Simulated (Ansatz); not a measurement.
Cost and result up the ladder for SiGe6 (7 atoms). Charge 0, multiplicity 1. Geometry: B3LYP-D4/def2-SVP.

Cartesian coordinates in Å:
```
Si -1.3511 -1.5312 0.8469
Ge 0.1462 2.1915 -0.6187
Ge -0.4325 -0.3390 -1.2958
Ge 1.1243 -1.9776 0.1407
Ge 0.4291 0.3351 1.2969
Ge -2.0241 0.9581 0.4244
Ge 2.1081 0.3632 -0.7942
```

Ansatz on 4 threads of Intel Xeon Platinum 8175M on a shared host. Times are rough, and most runs start from the orbitals of an earlier one. r2SCAN0-D4/def2-TZVP serves as the yardstick here, not as an exact answer. Differences are given only for rows in sets of like size (and for xTB, whose basis is part of the method), since another set adds its own error. Binding counts from free atoms at the same level (Si triplet, Ge triplet; other spins of the atoms weren't run), without zero-point energy or a counterpoise term.

Correlated methods freeze 59 core orbitals; core or outer-core shells of Ge are correlated, in sets that lack core-valence functions. The rows differ in basis, and correlated rows in double-zeta sets carry the largest basis error. Another isomer (singlet) lies 0.25 eV lower at PBE0-D4/def2-TZVP; other spin states weren't run for this one.

Correlated methods converge slowly with the basis, most of all in double-zeta sets.

```json
{"level": "revPBE-D4/def2-TZVP", "functions": "325", "binding energy per atom (eV)": "3.28", "difference from r2SCAN0-D4/def2-TZVP (eV)": "0.10"}
{"level": "PBE-D4/def2-TZVP (with forces)", "functions": "325", "binding energy per atom (eV)": "3.42", "difference from r2SCAN0-D4/def2-TZVP (eV)": "0.24"}
{"level": "r2SCAN-D4/def2-TZVP", "functions": "325", "binding energy per atom (eV)": "3.30", "difference from r2SCAN0-D4/def2-TZVP (eV)": "0.12"}
{"level": "MP2/def2-SVP", "functions": "210", "binding energy per atom (eV)": "3.14", "difference from r2SCAN0-D4/def2-TZVP (eV)": "–"}
{"level": "PBE0-D4/def2-TZVP", "functions": "325", "binding energy per atom (eV)": "3.27", "difference from r2SCAN0-D4/def2-TZVP (eV)": "0.09"}
{"level": "r2SCAN0-D4/def2-TZVP", "functions": "325", "binding energy per atom (eV)": "3.18", "difference from r2SCAN0-D4/def2-TZVP (eV)": "0.00"}
```

(1) Estimate how long each takes.

Answers

(1) revPBE-D4/def2-TZVP 8 s; PBE-D4/def2-TZVP (with forces) 9.5 s; MP2/def2-SVP 12 s; r2SCAN-D4/def2-TZVP 15 s; PBE0-D4/def2-TZVP 29 s; r2SCAN0-D4/def2-TZVP 34 s. On shared hardware such times vary by a factor of up to 3.
